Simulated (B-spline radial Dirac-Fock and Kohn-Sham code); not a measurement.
**Dipole and non-dipole photoemission parameters of Se 3s**

System: the Se atom in the configuration [Ar] 3d10 4s2 4p4; threshold 229.6 eV (tabulated edge). These are calculated numbers from a radial finite-basis atomic code; the model is Dirac-Hartree-Slater photoionisation with a Latter tail; cross sections with all multipoles, angular parameters from the dipole term and its interference with E2.

For linearly polarised light dσ/dΩ = σ/(4π) [1 + β P₂(cos θ) + (δ + γ cos²θ) sin θ cos φ], with θ from the polarisation vector and φ the angle between the beam and the projection of the electron momentum on the plane normal to the polarisation.

```tsv
hν (eV)	σ (kb)	β	γ
375	154	1.996	0.371
395	145	1.997	0.360
400	143	1.997	0.357
434	130	1.997	0.334
918	44.4	1.998	0.045
1030	36.8	1.998	0.008
1170	29.8	1.998	-0.028
2984.4	5.22	1.999	0.053
3940	2.96	1.999	0.214
4910	1.86	1.998	0.387
5730	1.33	1.998	0.533
6000	1.20	1.998	0.580
6060	?	?	?
8047.8	0.621	1.998	0.917
9230	0.453	1.998	1.096
11800	0.253	1.998	1.454
12000	0.243	1.998	1.480
15000	0.140	1.997	1.850
```

Problem. Give the values at 6060 eV.

Solution. σ = 1.18 kb, β = 1.998, γ = 0.591. For an s subshell δ is negligible.
